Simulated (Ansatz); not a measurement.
Born–Oppenheimer molecular dynamics of ClF2GeHO (6 atoms, charge 0, multiplicity 1). It starts from a relaxed structure.

These are results of RKS CAM-B3LYP-D4/def2-SVP in Ansatz, not measurements.

```
ensemble        : NVT, Langevin thermostat
time step       : 0.5 fs
steps asked     : 150
set temperature : 300 K
friction        : 0.005 /fs
seed            : 764974
```

First frame:

```xyz
6
Properties=species:S:1:pos:R:3
Ge 0.040 -0.025 0.017
O 0.017 -0.084 1.746
H -0.867 -0.164 2.130
Cl 2.023 0.018 -0.671
F -0.817 1.339 -0.560
F -0.795 -1.366 -0.642
```

(1) How far do the bonds stretch over the last three quarters of this one trajectory? (Pairs bonded in most of those frames.)

## Answers

(1) 
```
   bond  mean (Å)  spread (Å)  shortest  longest
 Ge1–O2     1.733       0.014      1.71     1.75
Ge1–Cl4     2.115       0.019      2.07     2.13
 Ge1–F5     1.725       0.037      1.67     1.78
 Ge1–F6     1.707       0.011      1.69     1.73
  O2–H3     0.967       0.012      0.95     0.99
```

Mean temperature of the second half: 124 K. The mean temperature of the second half is 59 % below the set value. A run of 0.075 ps of so small a system gives no equilibrium averages.

The run took 5.4 min on 2 threads of AMD EPYC 7B13 (Zen 3) (shared host), peak memory 0.27 GiB.
